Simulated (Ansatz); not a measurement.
CrNF3. Total charge 0; singlet. Geometry PBE0-D4/def2-SVP.

```xyz
5

Cr    0.013   -0.005    0.001
N    -1.356    0.546   -0.064
F     0.309   -0.335    1.631
F     1.031    1.194   -0.614
F     0.003   -1.400   -0.953
```

The restricted singlet is unstable towards broken spin symmetry in Hartree–Fock (as tested in another run); at HF/STO-3G, PBE-D4/def2-SVP, revPBE-D4/def2-TZVP, PBE0-D4/def2-SVP and others this wasn't settled.

(1) Estimate the orbital energies around the gap (eV) in Ansatz with HF/STO-3G, PBE-D4/def2-SVP, revPBE-D4/def2-TZVP, PBE0-D4/def2-SVP, PBE0-D4/def2-TZVP.

Results:

(1) 
```csv
orbital,HF/STO-3G,PBE-D4/def2-SVP,revPBE-D4/def2-TZVP,PBE0-D4/def2-SVP,PBE0-D4/def2-TZVP
HOMO−9,-14.48,-12.23,-12.37,-14.39,-14.52
HOMO−8,-14.09,-11.93,-12.03,-14.21,-14.27
HOMO−7,-13.86,-11.93,-12.03,-14.21,-14.27
HOMO−6,-13.86,-11.10,-11.27,-13.33,-13.50
HOMO−5,-13.52,-10.91,-11.08,-12.98,-13.16
HOMO−4,-13.52,-10.91,-11.08,-12.98,-13.16
HOMO−3,-12.38,-10.42,-10.60,-12.42,-12.59
HOMO−2,-10.57,-9.00,-9.02,-11.16,-11.11
HOMO−1,-10.17,-8.75,-8.82,-10.76,-10.76
HOMO,-10.17,-8.75,-8.82,-10.76,-10.76
LUMO,5.43,-5.42,-5.40,-4.73,-4.61
LUMO+1,5.43,-5.42,-5.40,-4.73,-4.61
LUMO+2,6.95,-3.33,-3.33,-2.81,-2.72
LUMO+3,6.95,-3.33,-3.33,-2.81,-2.72
LUMO+4,7.27,-1.70,-1.76,-1.17,-1.20
LUMO+5,11.78,-0.27,-0.46,0.27,0.14
```
